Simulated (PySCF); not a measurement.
**Radial density of Ta²⁺ (tantalum, charge +2)**

revPBE, [Xe] 4f14 5d3, high-spin 4F determinant. Calculation: PySCF 2.14, in x2c-QZVPPall (16s10p9d5f2g, 144 functions); the spin-free X2C one-electron Hamiltonian (Gaussian nucleus).

| r (bohr) | 4πr²ρ (e/bohr) | 4πr²(ρα − ρβ) |
| --- | --- | --- |
| 0.0161 | 96.61 | -0.0016 |
| 0.0272 | 88.97 | -0.0023 |
| 0.0457 | 124.9 | 0.0108 |
| 0.0768 | 118.5 | 0.0835 |
| 0.129 | 111.6 | 0.1174 |
| 0.217 | 92.98 | -0.0329 |
| 0.366 | 68.34 | 0.1943 |
| 0.615 | 46.59 | -0.0486 |
| 1.03 | 16.37 | 0.8969 |
| 1.74 | 5.107 | 1.7681 |
| 2.93 | 0.6298 | 0.5420 |
| 4.92 | 0.02544 | 0.0254 |
| 8.28 | 5.314e-05 | 0.0001 |

Densities and radii are taken from the X2C orbitals without a picture-change correction, which distorts them close to the nucleus.

Spin-orbit coupling, absent here, splits the open shell strongly.

**Question.** Where is the radial spin density 4πr²(ρα − ρβ) most negative, and why is it negative at all?

**Answer.** Around r = 0.615 bohr, down to -0.0486 e/bohr: exchange with the open shell polarises the paired shells in an unrestricted calculation.
